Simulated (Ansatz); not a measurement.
The lowest singlet and triplet of SO2 (SMILES O=S=O); geometries from B3LYP-D3(BJ)/def2-TZVP, each state relaxed from the structure named, with no frequency check.
Singlet at the triplet's geometry (charge 0, multiplicity 1):
```csv
atom,x (Å),y (Å),z (Å)
O,-1.3264,-0.3720,0.0000
S,-0.0074,0.3431,0.0000
O,1.3413,-0.3142,0.0000
```

```json
[
 {"level": "R-HF/cc-pV(T+d)Z", "gap E(singlet) − E(triplet), vertical, at the triplet's geometry (eV)": "-1.644", "cost": "-"},
 {"level": "U-HF/cc-pV(T+d)Z (spin-contaminated)", "gap E(singlet) − E(triplet), vertical, at the triplet's geometry (eV)": "-1.779", "cost": "-"},
 {"level": "R-BHLYP/def2-TZVPP", "gap E(singlet) − E(triplet), vertical, at the triplet's geometry (eV)": "-2.390", "cost": "×0.9"},
 {"level": "U-wB97M-V/def2-TZVPP", "gap E(singlet) − E(triplet), vertical, at the triplet's geometry (eV)": "-2.797", "cost": "×3"},
 {"level": "R-MP2/cc-pV(T+d)Z", "gap E(singlet) − E(triplet), vertical, at the triplet's geometry (eV)": "-4.786", "cost": "-"},
 {"level": "R-SCS-MP2/cc-pV(T+d)Z", "gap E(singlet) − E(triplet), vertical, at the triplet's geometry (eV)": "-4.587", "cost": "-"},
 {"level": "R-CCSD/cc-pV(D+d)Z", "gap E(singlet) − E(triplet), vertical, at the triplet's geometry (eV)": "-3.417", "cost": "-"},
 {"level": "R-CCSD/cc-pV(Q+d)Z", "gap E(singlet) − E(triplet), vertical, at the triplet's geometry (eV)": "-3.514", "cost": "-"},
 {"level": "R-CCSD(T)/cc-pV(T+d)Z", "gap E(singlet) − E(triplet), vertical, at the triplet's geometry (eV)": "-3.803", "cost": "×3"},
 {"level": "SA-CASSCF(12,9)/cc-pV(D+d)Z", "gap E(singlet) − E(triplet), vertical, at the triplet's geometry (eV)": "-3.299", "cost": "-"},
 {"level": "SA-CASSCF(12,9)/cc-pV(Q+d)Z", "gap E(singlet) − E(triplet), vertical, at the triplet's geometry (eV)": "-3.362", "cost": "-"},
 {"level": "SC-NEVPT2 on SA-CASSCF(12,9)/cc-pV(Q+d)Z", "gap E(singlet) − E(triplet), vertical, at the triplet's geometry (eV)": "-2.927", "cost": "-"},
 {"level": "FIC-NEVPT4(SD) on SA-CASSCF(12,9)/cc-pV(Q+d)Z", "gap E(singlet) − E(triplet), vertical, at the triplet's geometry (eV)": "-2.968", "cost": "-"},
 {"level": "FIC-MRCISD+Q on SA-CASSCF(12,9)/cc-pV(Q+d)Z", "gap E(singlet) − E(triplet), vertical, at the triplet's geometry (eV)": "-3.027", "cost": "-"}
]
```

The rows run from -4.786 (R-MP2/cc-pV(T+d)Z) to -1.644 eV (R-HF/cc-pV(T+d)Z). In cc-pV(T+d)Z the value moves R-HF -1.644, R-MP2 -4.786, R-CCSD(T) -3.803, a shift of -2.160 from R-HF to R-CCSD(T).

A positive gap puts the triplet lower; no zero-point energy. R- takes a restricted singlet. U- takes an unrestricted singlet (broken symmetry where lower, unprojected). The triplet is unrestricted in single-reference levels. Active spaces average the two states. CCSD(T) and the multireference levels part by over 6 kcal/mol here: they may describe different states of a spin, or one family misses.

Correlated levels freeze the cores.

Doubts at one or more of the structures used: a restricted determinant that unrestricted orbitals would lower (R-HF/cc-pV(T+d)Z, R-MP2/cc-pV(T+d)Z, R-SCS-MP2/cc-pV(T+d)Z, R-CCSD/cc-pV(D+d)Z, R-CCSD/cc-pV(Q+d)Z, R-CCSD(T)/cc-pV(T+d)Z).

Run with Ansatz (a quantum-chemistry and plane-wave program). 

Costs are rough ratios of core time to R-PBE/def2-TZVPP (about 5 s over the structures, on one shared machine); a dash marks a level with no comparable run of its own.
